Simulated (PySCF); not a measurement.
C$_{3}$H$_{11}$AlOSi, singlet, geometry from GFN2-xTB (such geometries of metal compounds can be far from the true shape); DF-PBE0/def2-TZVP (PySCF).

Here is a job for PySCF.
```python
from pyscf import gto, scf, dft

mol = gto.M(
    atom='''
Al   -1.51374580    2.03068157    0.40661399
H    -1.68118686    2.59337982    1.82513255
H    -2.24613406    2.68975387   -0.77072711
O    -0.53870641    0.71128467    0.14685843
Si    0.44556731   -0.59958134   -0.11925067
C     0.81748723   -1.37776862    1.57912948
C    -0.50549157   -1.80043516   -1.25185246
C     2.02846006    0.04891044   -0.95836321
H     1.46895754   -2.24058633    1.48244690
H    -0.09453400   -1.70511473    2.07024881
H     1.30495056   -0.66639359    2.23954429
H    -1.42638502   -2.13754046   -0.78419454
H     0.08930181   -2.67917536   -1.48028431
H    -0.77231121   -1.32701543   -2.19229929
H     2.54410840    0.76595465   -0.32565570
H     1.80072352    0.54702057   -1.89647252
H     2.72017934   -0.75952209   -1.17256209
''',
    basis='def2-tzvp',
    verbose=4,
    max_memory=1800,
)

mf = dft.RKS(mol)
mf.xc = 'pbe0'
mf = mf.density_fit(auxbasis='def2-universal-jkfit')
mf.kernel()
```

Task: Write the output that PySCF gives for this input, abridged.

Result: 
```
PySCF version 2.14.0

[INPUT] verbose = 4
[INPUT] num. atoms = 17
[INPUT] num. electrons = 64
[INPUT] charge = 0
[INPUT] spin (= nelec alpha-beta = 2S) = 0
[INPUT] symmetry False subgroup None
[INPUT] Mole.unit = angstrom
[INPUT] Symbol           X                Y                Z      unit          X                Y                Z       unit  Magmom
[INPUT]  1 Al    -1.513745800000   2.030681570000   0.406613990000 AA   -2.860564984211   3.837432013502   0.768389079517 Bohr   0.0
[INPUT]  2 H     -1.681186860000   2.593379820000   1.825132550000 AA   -3.176982729618   4.900777596774   3.449000660529 Bohr   0.0
[INPUT]  3 H     -2.246134060000   2.689753870000  -0.770727110000 AA   -4.244578212457   5.082898156789  -1.456463154678 Bohr   0.0
[INPUT]  4 O     -0.538706410000   0.711284670000   0.146858430000 AA   -1.018007576448   1.344133222902   0.277522211784 Bohr   0.0
[INPUT]  5 Si     0.445567310000  -0.599581340000  -0.119250670000 AA    0.842000185959  -1.133044522000  -0.225351106471 Bohr   0.0
[INPUT]  6 C      0.817487230000  -1.377768620000   1.579129480000 AA    1.544826975029  -2.603605354820   2.984122232427 Bohr   0.0
[INPUT]  7 C     -0.505491570000  -1.800435160000  -1.251852460000 AA   -0.955240625576  -3.402329357437  -2.365658297763 Bohr   0.0
[INPUT]  8 C      2.028460060000   0.048910440000  -0.958363210000 AA    3.833233968019   0.092427336232  -1.811043994759 Bohr   0.0
[INPUT]  9 H      1.468957540000  -2.240586330000   1.482446900000 AA    2.775927439215  -4.234094522144   2.801418635210 Bohr   0.0
[INPUT] 10 H     -0.094534000000  -1.705114730000   2.070248810000 AA   -0.178643369460  -3.222199850662   3.912203260607 Bohr   0.0
[INPUT] 11 H      1.304950560000  -0.666393590000   2.239544290000 AA    2.465999164498  -1.259301376266   4.232125351934 Bohr   0.0
[INPUT] 12 H     -1.426385020000  -2.137540460000  -0.784194540000 AA   -2.695477035982  -4.039366049577  -1.481912908979 Bohr   0.0
[INPUT] 13 H      0.089301810000  -2.679175360000  -1.480284310000 AA    0.168755963328  -5.062907670083  -2.797331932391 Bohr   0.0
[INPUT] 14 H     -0.772311210000  -1.327015430000  -2.192299290000 AA   -1.459456669831  -2.507695725772  -4.142845241178 Bohr   0.0
[INPUT] 15 H      2.544108400000   0.765954650000  -0.325655700000 AA    4.807668107205   1.447444512337  -0.615400083904 Bohr   0.0
[INPUT] 16 H      1.800723520000   0.547020570000  -1.896472520000 AA    3.402874278863   1.033719061803  -3.583813665564 Bohr   0.0
[INPUT] 17 H      2.720179340000  -0.759522090000  -1.172562090000 AA    5.140393962300  -1.435288735657  -2.215821214148 Bohr   0.0

nuclear repulsion = 362.536223732849
number of shells = 114
number of NR pGTOs = 398
number of NR cGTOs = 264
basis = def2-tzvp
ecp = {}

******** <class 'pyscf.df.df_jk.DFRKS'> ********
method = DFRKS
initial guess = minao
damping factor = 0
level_shift factor = 0
DIIS = <class 'pyscf.scf.diis.CDIIS'>
diis_start_cycle = 1
diis_space = 8
diis_damp = 0
SCF conv_tol = 1e-09
SCF conv_tol_grad = None
SCF max_cycles = 50
direct_scf = False
XC library pyscf.dft.libxc version 7.1.2
    S. Lehtola, C. Steigemann, M. J. T. Oliveira, and M. A. L. Marques,  SoftwareX 7, 1–5 (2018)
XC functionals = pbe0
    C. Adamo and V. Barone,  J. Chem. Phys. 110, 6158 (1999)
    M. Ernzerhof and G. E. Scuseria,  J. Chem. Phys. 110, 5029 (1999)
radial grids:
    Treutler-Ahlrichs [JCP 102, 346 (1995); DOI:10.1063/1.469408] (M4) radial grids

becke partition: Becke, JCP 88, 2547 (1988); DOI:10.1063/1.454033
pruning grids: <function nwchem_prune>
grids dens level: 3
symmetrized grids: False
atomic radii adjust function: <function treutler_atomic_radii_adjust>
small_rho_cutoff = 0
Set gradient conv threshold to 3.16228e-05
Initial guess from minao.
tot grids = 202688
******** <class 'pyscf.df.df.DF'> ********
auxbasis = def2-universal-jkfit
init E= -727.839621820604
  HOMO = -0.330425285504789  LUMO = -0.0727865446558014  gap/eV = 7.01071
cycle= 1 E= -727.649933070377  delta_E= 0.19  |g|= 0.974  |ddm|= 2.95
  HOMO = -0.12134421076162  LUMO = -0.00531202316005164  gap/eV = 3.15740
cycle= 2 E= -727.236803970559  delta_E= 0.413  |g|= 1.71  |ddm|= 1.75
  HOMO = -0.284311029975277  LUMO = -0.0335093922187752  gap/eV = 6.82466
cycle= 3 E= -727.823010140311  delta_E= -0.586  |g|= 0.243  |ddm|= 1.33
  HOMO = -0.286241274988227  LUMO = -0.0313023998046802  gap/eV = 6.93724
cycle= 4 E= -727.835167639126  delta_E= -0.0122  |g|= 0.0638  |ddm|= 0.183
  HOMO = -0.285235740022155  LUMO = -0.0323760906921535  gap/eV = 6.88066
cycle= 5 E= -727.836111877542  delta_E= -0.000944  |g|= 0.0095  |ddm|= 0.0476
  HOMO = -0.28602734152915  LUMO = -0.0320205798054971  gap/eV = 6.91188
cycle= 6 E= -727.836134574675  delta_E= -2.27e-05  |g|= 0.00317  |ddm|= 0.0117
  HOMO = -0.285819542126689  LUMO = -0.031927462985692  gap/eV = 6.90876
cycle= 7 E= -727.836137071247  delta_E= -2.5e-06  |g|= 0.000421  |ddm|= 0.00306
  HOMO = -0.285859777142689  LUMO = -0.0319322976781038  gap/eV = 6.90972
cycle= 8 E= -727.83613711372  delta_E= -4.25e-08  |g|= 0.000104  |ddm|= 0.000439
  HOMO = -0.28586199926686  LUMO = -0.0319374685253138  gap/eV = 6.90964
cycle= 9 E= -727.836137115438  delta_E= -1.72e-09  |g|= 2.66e-05  |ddm|= 7.75e-05
  HOMO = -0.28585904999767  LUMO = -0.0319355270421866  gap/eV = 6.90961
cycle= 10 E= -727.836137115582  delta_E= -1.44e-10  |g|= 1.09e-05  |ddm|= 2.32e-05
  HOMO = -0.28585886427948  LUMO = -0.0319355024498122  gap/eV = 6.90961
Extra cycle  E= -727.836137115566  delta_E= 1.61e-11  |g|= 1.46e-05  |ddm|= 1.64e-05
converged SCF energy = -727.836137115566
```
